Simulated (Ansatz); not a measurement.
CH4O (SMILES CO), charge 0, multiplicity 1, relaxed at each level with Ansatz (a quantum-chemistry and plane-wave program); harmonic frequencies from differences of analytic forces, average atomic masses, frozen cores.

| level | harmonic frequencies (cm⁻¹) | ZPE (eV) | cost over HF/def2-TZVPP (rough) |
|---|---|---|---|
| HF/def2-TZVPP | 312 1154 1172 1280 1481 1610 1620 1630 3142 3185 3249 4183 | 1.489 | ×1 |
| B3LYP/def2-TZVPP | 294 1044 1081 1171 1370 1481 1495 1510 2991 3036 3109 3840 | 1.390 | ×1 |
| PBE0/def2-TZVPP | 298 1065 1107 1174 1376 1477 1491 1506 3006 3059 3131 3901 | 1.400 | ×1 |
| MP2/cc-pVTZ | 309 1069 1104 1188 1387 1496 1521 1537 3053 3121 3182 3882 | 1.416 | ×1 |
| CCSD(T)/cc-pVDZ | 347 1073 1099 1171 1405 1483 1489 1507 2999 3054 3134 3838 | 1.401 | ×1 |
| CCSD(T)/cc-pVTZ | 304 1065 1095 1179 1394 1487 1508 1523 3009 3064 3128 3865 | 1.402 | - |

Measured: fundamentals as far as tabulated 3681, 3000, 2844, 1477, 1455, 1345, 1060, 1033, 2960, 1477, 1165, 200 cm⁻¹ [NIST CCCBDB]. Measured modes stand in the spectroscopists' order.
